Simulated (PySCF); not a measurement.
The first ionisation energy along group 12

Calculated with PySCF 2.14 from differences of total energies of unrestricted determinants, without spin-orbit coupling. Values in eV. The last column holds reference values (NIST; (s) semi-empirical, (t) theoretical, else measured). Unmarked ones compare directly (S terms, centres of terms, or small fine structure); those marked * lie between the lowest fine-structure levels and include a spin-orbit shift.

```
                                                        element                           configurations    UHF  MP2 (valence)  SCS-MP2 (valence)  CCSD (valence)  CCSD(T) (valence)  reference
                               Zn (def2-TZVP, non-relativistic)            [Ar] 3d10 4s2 → [Ar] 3d10 4s1  7.636          8.723              8.760           8.866              8.955      9.394
Cd (def2-TZVP with the def2 core potential (28 electrons), ECP)            [Kr] 4d10 5s2 → [Kr] 4d10 5s1  7.338          8.478              8.481           8.510              8.589      8.994
Hg (def2-TZVP with the def2 core potential (60 electrons), ECP)  [Xe] 4f14 5d10 6s2 → [Xe] 4f14 5d10 6s1  8.500         10.153             10.098           9.963             10.043     10.438
```

| method | elements | mean error (eV) | mean absolute error (eV) | largest error (eV) |
| --- | --- | --- | --- | --- |
| UHF | 3 | -1.784 | 1.784 | -1.938 |
| MP2 (valence) | 3 | -0.491 | 0.491 | -0.671 |
| SCS-MP2 (valence) | 3 | -0.496 | 0.496 | -0.634 |
| CCSD (valence) | 3 | -0.495 | 0.495 | -0.529 |
| CCSD(T) (valence) | 3 | -0.413 | 0.413 | -0.440 |

Errors include the incompleteness of the basis and the frozen core.

"Valence" correlates the outer s and p shells and, in groups 3 to 12 and the f block, the outer d or f shell, open or full, or the next shell where the ion has no valence electron left; the wider scheme adds the next inner shell.
